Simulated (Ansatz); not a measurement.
`N[SiH2]C(O)F` + PH₃ → `N[SiH2]P` + `OCF`  (ligand exchange at the Si–C bond)

Calculated with Ansatz (gas phase, PBE0-D4/def2-TZVP geometries, no zero-point term in ΔE). CCSD(T)/CBS is the MP2 limit (def2-TZVPP, def2-QZVPP) plus CCSD(T) − MP2 in def2-TZVPP, frozen cores. This one scheme is used for every species. Functionals use def2-TZVPP. B3LYP here is the variant with VWN-RPA as its local correlation; programs differ in this. One conformer a species, not always the lowest.

`N[SiH2]C(O)F`:

Z-matrix (Å, degrees):
```
Si
C 1 1.910
N 1 1.730 2 102.8
H 1 1.485 2 110.5 3 113.9
H 1 1.487 2 110.4 3 -123.4
F 2 1.408 1 106.8 3 79.2
O 2 1.373 1 110.0 3 -40.0
H 2 1.093 1 116.5 3 -162.8
H 3 1.009 1 119.4 2 -81.1
H 3 1.007 1 119.1 2 138.4
H 7 0.970 2 107.3 1 33.5
```

PH₃:

Z-matrix (Å, degrees):
```
P
H 1 1.420
H 1 1.420 2 93.1
H 1 1.420 2 93.1 3 93.3
```

`N[SiH2]P`:

Cartesian coordinates in Å:
```
N -1.309 -0.709 -0.508
Si -0.300 0.476 0.218
P 1.614 -0.533 0.858
H -1.035 -1.178 -1.355
H -2.310 -0.624 -0.445
H -1.017 0.972 1.422
H 0.005 1.656 -0.646
H 2.023 -0.754 -0.487
H 2.329 0.694 0.942
```

`OCF`:

Cartesian coordinates in Å:
```
O 0.248 0.119 1.046
C -0.138 0.171 -0.267
F -0.968 -0.887 -0.583
H 0.859 -0.614 1.168
H 0.706 0.118 -0.963
H -0.707 1.092 -0.402
```

| level | ΔE (kcal/mol) | difference from CCSD(T)/CBS |
| --- | --- | --- |
| PBE-D4 | -7.9 | 0.4 |
| r2SCAN-D4 | -7.9 | 0.4 |
| PBE0-D4 | -9.2 | -0.9 |
| B3LYP-D4 | -7.4 | 0.9 |
| ωB97X-V | -7.4 | 0.9 |
| ωB97M-V | -6.7 | 1.6 |
| B2PLYP | -7.9 | 0.4 |
| PBE | -8.1 | 0.2 |
| r2SCAN | -8.0 | 0.3 |
| PBE0 | -9.4 | -1.1 |
| B3LYP | -7.8 | 0.5 |
| HF/def2-TZVPP | -10.4 | -2.1 |
| MP2/def2-TZVPP | -8.6 | -0.3 |
| SCS-MP2/def2-TZVPP | -8.3 | 0.0 |
| CCSD/def2-TZVPP | -8.3 | 0.0 |
| CCSD(T)/def2-TZVPP | -7.9 | 0.4 |
| HF/def2-QZVPP | -10.5 | -2.2 |
| MP2/def2-QZVPP | -8.9 | -0.6 |
| SCS-MP2/def2-QZVPP | -8.6 | -0.3 |
| HF/CBS(def2) | -10.5 | -2.2 |
| MP2/CBS(def2) | -9.1 | -0.8 |
| CCSD/CBS(def2) | -8.7 | -0.4 |
| CCSD(T)/CBS | -8.3 | 0 |

Largest T1 diagnostic among the species: 0.013.

From PBE to PBE0 (25 % exact exchange), in def2-TZVPP and without D4, ΔE moves by −1.2 kcal/mol. In def2-TZVPP, CCSD(T) changes the Hartree–Fock value by +2.5 kcal/mol (the triples alone add +0.4 kcal/mol) and MP2 by +1.8 kcal/mol.
